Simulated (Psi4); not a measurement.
C2H5Cl2Si, doublet, geometry from GFN2-xTB; B3LYP/6-311G** (Psi4 1.11).

Here is a job for Psi4.
```
memory 2 GB

molecule {
0 2
  C    -1.30812215   -1.52127764   -0.54406338
  Si    0.01262226   -0.32473758   -0.06082586
  C     1.73881233   -1.12320320    0.11087430
  Cl   -0.46846581    0.51463813    1.72890142
  Cl    0.13777144    1.13737520   -1.46996919
  H    -1.54162794   -1.73775962   -1.57106094
  H    -1.87363874   -2.07880668    0.18082678
  H     1.73631846   -1.90049328    0.86868372
  H     2.48251296   -0.38326933    0.39586340
  H     2.05738669   -1.57068661   -0.82546441
}

set basis 6-311g**
set reference uks

energy('b3lyp')
print_variables()
```

What the program printed (banner, timings and long lists left out):

```
   => Loading Basis Set <=

    Name: 6-311G**
    Role: ORBITAL
    Keyword: BASIS

         ---------------------------------------------------------
                                   SCF
               by Justin Turney, Rob Parrish, Andy Simmonett
                          and Daniel G. A. Smith
                              UKS Reference
         ---------------------------------------------------------

  ==> Geometry <==

    Molecular point group: c1
    Full point group: C1

    Geometry (in Angstrom), charge = 0, multiplicity = 2:

       Center              X                  Y                   Z               Mass
    ------------   -----------------  -----------------  -----------------  -----------------
         C           -1.283237104354    -1.593894945833    -0.553483969164    12.000000000000
         SI           0.037507305646    -0.397354885833    -0.070246449164    27.976926534650
         C            1.763697375646    -1.195820505833     0.101453710836    12.000000000000
         CL          -0.443580764354     0.442020824167     1.719480830836    34.968852682000
         CL           0.162656485646     1.064757894167    -1.479389779164    34.968852682000
         H           -1.516742894354    -1.810376925833    -1.580481529164     1.007825032230
         H           -1.848753694354    -2.151423985833     0.171406190836     1.007825032230
         H            1.761203505646    -1.973110585833     0.859263130836     1.007825032230
         H            2.507398005646    -0.455886635833     0.386442810836     1.007825032230
         H            2.082271735646    -1.643303915833    -0.834884999164     1.007825032230

  Running in c1 symmetry.

  Rotational constants: A =      0.08846  B =      0.06148  C =      0.05491 [cm^-1]
  Rotational constants: A =   2652.06628  B =   1843.04724  C =   1646.07400 [MHz]
  Nuclear repulsion =  351.646502232390787

  Charge       = 0
  Multiplicity = 2
  Electrons    = 65
  Nalpha       = 33
  Nbeta        = 32

  ==> Algorithm <==

  SCF Algorithm Type is DF.
  DIIS enabled.
  MOM disabled.
  Fractional occupation disabled.
  Guess Type is SAD.
  Energy threshold   = 1.00e-06
  Density threshold  = 1.00e-06
  Integral threshold = 1.00e-12

  ==> Primary Basis <==

  Basis Set: 6-311G**
    Blend: 6-311G**
    Number of shells: 72
    Number of basis functions: 144
    Number of Cartesian functions: 149
    Spherical Harmonics?: true
    Max angular momentum: 2

  ==> DFT Potential <==

   => LibXC <=

    Version 7.1.2
    S. Lehtola, C. Steigemann, M. J. T. Oliveira, and M. A. L. Marques,  SoftwareX 7, 1–5 (2018) (10.1016/j.softx.2017.11.002)

   => Composite Functional: B3LYP <=

    B3LYP Hyb-GGA Exchange-Correlation Functional

    P. J. Stephens, F. J. Devlin, C. F. Chabalowski, and M. J. Frisch,  J. Phys. Chem. 98, 11623 (1994) (10.1021/j100096a001)

    Deriv               =              1
    GGA                 =           TRUE
    Meta                =          FALSE

    Exchange Hybrid     =           TRUE
    MP2 Hybrid          =          FALSE

   => Exchange Functionals <=

    0.0800   Slater exchange
    0.7200         Becke 88

   => Exact (HF) Exchange <=

    0.2000               HF

   => Correlation Functionals <=

    0.1900   Vosko, Wilk & Nusair (VWN5_RPA)
    0.8100   Lee, Yang & Parr

   => LibXC Density Thresholds  <==

    XC_HYB_GGA_XC_B3LYP:  1.00E-15

   => Molecular Quadrature <=

    Radial Scheme          =       TREUTLER
    Pruning Scheme         =           NONE
    Nuclear Scheme         =       TREUTLER

    Blocking Scheme        =         OCTREE
    BS radius alpha        =              1
    Pruning alpha          =              1
    Radial Points          =             75
    Spherical Points       =            302
    Total Points           =         214241
    Total Blocks           =           1615
    Max Points             =            256
    Max Functions          =            134
    Weights Tolerance      =       1.00E-15

   => Loading Basis Set <=

    Name: (6-311G** AUX)
    Role: JKFIT
    Keyword: DF_BASIS_SCF

  ==> Integral Setup <==

  SCF_SUBTYPE=INCORE selected. In-core MEM_DF algorithm will be used.
  Using in-core AOs.

  ==> MemDFJK: Density-Fitted J/K Matrices <==

    J tasked:                   Yes
    K tasked:                   Yes
    wK tasked:                   No
    Algorithm:                 Core
    Schwarz Cutoff:           1E-12
    Mask sparsity (%):       7.3881
    Fitting Condition:        1E-10

   => Auxiliary Basis Set <=

  Basis Set: (6-311G** AUX)
    Blend: CC-PVTZ-JKFIT
    Number of shells: 211
    Number of basis functions: 671
    Number of Cartesian functions: 802
    Spherical Harmonics?: true
    Max angular momentum: 4

  Minimum eigenvalue in the overlap matrix is 4.3337435967E-03.
  Reciprocal condition number of the overlap matrix is 6.9904903853E-04.
    Using symmetric orthogonalization.

  ==> Pre-Iterations <==

  SCF Guess: Superposition of Atomic Densities via on-the-fly atomic UHF (no occupation information).

   -------------------------
    Irrep   Nso     Nmo
   -------------------------
     A        144     144
   -------------------------
    Total     144     144
   -------------------------

  ==> Iterations <==

                           Total Energy        Delta E     RMS |[F,P]|

   @DF-UKS iter SAD: -1288.79733217747867   -1.28880e+03   0.00000e+00
   @DF-UKS iter   1: -1288.85139103932852   -5.40589e-02   6.56154e-03 DIIS/ADIIS
   @DF-UKS iter   2: -1288.69850774832935    1.52883e-01   6.81550e-03 DIIS/ADIIS
   @DF-UKS iter   3: -1289.26875551131002   -5.70248e-01   8.82622e-04 DIIS/ADIIS
   @DF-UKS iter   4: -1289.27567945736246   -6.92395e-03   3.44181e-04 DIIS/ADIIS
   @DF-UKS iter   5: -1289.27679656486384   -1.11711e-03   8.25330e-05 DIIS
   @DF-UKS iter   6: -1289.27685068488063   -5.41200e-05   2.02608e-05 DIIS
   @DF-UKS iter   7: -1289.27685687380222   -6.18892e-06   8.08257e-06 DIIS
   @DF-UKS iter   8: -1289.27685813331436   -1.25951e-06   1.46662e-06 DIIS
   @DF-UKS iter   9: -1289.27685820278271   -6.94683e-08   5.47554e-07 DIIS
  Energy and wave function converged.

  ==> Post-Iterations <==

   Electrons on quadrature grid:
      Nalpha   =   32.9999991481 ; deviation = -8.519e-07
      Nbeta    =   32.0000025872 ; deviation = 2.587e-06
      Ntotal   =   65.0000017353 ; deviation = 1.735e-06

   @Spin Contamination Metric:   3.203073211E-03
   @S^2 Expected:                7.500000000E-01
   @S^2 Observed:                7.532030732E-01
   @S   Expected:                5.000000000E-01
   @S   Observed:                5.000000000E-01

    Orbital Energies [Eh]
    ---------------------

    Alpha Occupied:

[...]
    Alpha Virtual:

[...]
    Beta Occupied:

[...]
    Beta Virtual:

[...]
     144A    215.651098

    Final Occupation by Irrep:
              A
    DOCC [    32 ]
    SOCC [     1 ]
    NA   [    33 ]
    NB   [    32 ]

  @DF-UKS Final Energy: -1289.27685820278271

   => Energetics <=

    Nuclear Repulsion Energy =            351.6465022323907874
    One-Electron Energy =               -2478.0915608537729895
    Two-Electron Energy =                 909.9081375806218830
    DFT Exchange-Correlation Energy =     -72.7399371620225850
    Empirical Dispersion Energy =           0.0000000000000000
    VV10 Nonlocal Energy =                  0.0000000000000000
    Total Energy =                      -1289.2768582027829325

  UHF NO Occupations:
  HONO-2 :   31  A 1.9997892
  HONO-1 :   32  A 1.9988983
  HONO-0 :   33  A 1.0000000
  LUNO+0 :   34  A 0.0011017
  LUNO+1 :   35  A 0.0002108
  LUNO+2 :   36  A 0.0001929
  LUNO+3 :   37  A 0.0000891

Computation Completed

Properties will be evaluated at   0.000000,   0.000000,   0.000000 [a0]

Properties computed using the SCF density matrix

 Multipole Moments:

 ------------------------------------------------------------------------------------
     Multipole            Electronic (a.u.)      Nuclear  (a.u.)        Total (a.u.)
 ------------------------------------------------------------------------------------

 L = 1.  Multiply by 2.5417464519 to convert [e a0] to [Debye]
 Dipole X            :         -2.9261941            3.0566846            0.1304905
 Dipole Y            :          7.9335584           -8.9197434           -0.9861850
 Dipole Z            :          0.9898972           -1.1571518           -0.1672546
 Magnitude           :                                                    1.0087431

 ------------------------------------------------------------------------------------

  Variable Map:
  ----------------------------------------------------------------------------
[...]
  Array Variable Map:
  ----------------------------------------------------------------------------
[...]
[...]
```
